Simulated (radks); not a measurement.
Au43+, configuration [Kr] (the NIST ground configuration). All-electron calculation, scalar-relativistic Kohn-Sham, PBE, spin-unpolarised, spherical densities, point nucleus. Program: a radial shooting solver on a logarithmic mesh with Libxc functionals.

Radial electron density D(r) = 4 pi r^2 rho(r):

```
   r/bohr * D(r) (the largest magnitude, 146, reaches the edge; | marks zero)
 0.001999 |         *
 0.002582 |             *
 0.003336 |                  *
 0.004274 |                        *
 0.005521 |                              *
 0.007132 |                                    *
 0.009213 |                                       *
  0.01181 |                                        *
  0.01525 |                                      *
   0.0197 |                                    *
  0.02545 |                                     *
  0.03287 |                                           *
  0.04212 |                                                    *
  0.05441 |                                                      *
  0.07029 |                                               *
   0.0908 |                                        *
   0.1164 |                                            *
   0.1503 |                                                *
   0.1942 |                                   *
   0.2508 |                  *
    0.324 |             *
   0.4151 |          *
   0.5363 |   *
   0.6927 *
   0.8948 *
    1.147 *
```

D(r) has 3 maxima, at r = 0.0113, 0.0510, 0.144 bohr, and minima at 0.0217, 0.0938 bohr, inside which lie 1.88, 10.90 electrons.
